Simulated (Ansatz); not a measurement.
C₅H₁₆BNSi (`BN(CC)[Si](C)(C)C`) from Hartree–Fock to CCSD(T)

Cartesian coordinates in Å:
```
B -1.989 1.042 0.283
N -0.820 0.336 0.559
C -0.758 -0.557 1.714
C -0.980 -2.013 1.345
Si 0.550 0.445 -0.562
C 0.869 2.234 -0.991
C 2.071 -0.253 0.277
C 0.170 -0.529 -2.112
H -2.930 0.959 1.025
H -2.048 1.727 -0.700
H 0.208 -0.447 2.216
H -1.524 -0.241 2.427
H -0.933 -2.648 2.233
H -1.960 -2.143 0.880
H -0.225 -2.367 0.639
H 1.058 2.823 -0.090
H 1.747 2.314 -1.638
H 0.022 2.682 -1.515
H 2.920 -0.181 -0.409
H 2.329 0.310 1.177
H 1.962 -1.304 0.552
H -0.729 -0.139 -2.596
H 0.993 -0.466 -2.829
H -0.002 -1.584 -1.886
```

Charge 0, multiplicity 1. Geometry: relaxed with PBE0-D4/def2-TZVP. It is one conformer, not always the lowest. Frozen core, restricted reference, Ansatz 0.2.0. CBS rows extrapolate triple and quadruple zeta; past MP2 they add the triple-zeta difference.

```csv
basis,HF (Eh),MP2 corr.
def2-SVP,-566.51688,-1.08263
def2-TZVPP,-566.92871,-1.33027
def2-QZVPP,-566.95129,-1.41530
```

Task: Estimate the CCSD correlation energy and the (T) correction in each basis where they were run (hartree).

Result: 
```json
{"basis": "def2-SVP", "CCSD corr.": "-1.18729", "(T)": "-0.03605"}
{"basis": "def2-TZVPP", "CCSD corr.": "-1.41812", "(T)": "-0.05676"}
{"basis": "CBS(def2)", "CCSD corr.": "-1.56614", "(T)": "as TZ"}
```
